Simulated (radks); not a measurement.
The numbers below are computed, except where a source is named.
Charge is removed step by step from the 3s down level of the bromine ion Br15+, starting from [Ne] 3s(up 1, down 1) 3p6 3d2. Level of theory: scalar-relativistic Kohn-Sham, r2SCAN, spin-polarised, spherical densities, finite nucleus; open shells are filled with parallel spins first; meta-GGA in the generalised Kohn-Sham scheme; Fermi nuclear charge, rms radius 4.1629 fm (a radial shooting solver on a logarithmic mesh with Libxc functionals).

removed (e)  E - E(0) (eV)  eigenvalue (eV)  E minus straight line (eV)
0                    0.000          -671.19                       0.000
0.1                 67.310          -675.31                      -1.846
0.2                 135.03          -679.43                      -3.280
0.3                 203.16          -683.54                      -4.303
0.4                 271.71          -687.64                      -4.915
0.5                 340.66          -691.74                      -5.117
0.6                 410.03          -695.83                      -4.909
0.7                 479.80          -699.91                      -4.293
0.8                 549.98          -703.99                      -3.269
0.9                 620.57          -708.05                      -1.837
1                   691.56          -712.11                       0.000

Removing the whole electron costs 691.56 eV by Delta-SCF, against 671.19 eV from minus the eigenvalue at the starting occupation. Slater's transition state (half an electron removed) gives 691.74 eV. Integrating minus the eigenvalue over the occupation (Janak's theorem) gives 691.71 eV. In this scalar-relativistic scheme the density is built from large components alone, so the theorem holds only approximately. The mean slope of the eigenvalue, de/dn, is 40.9 eV per electron.
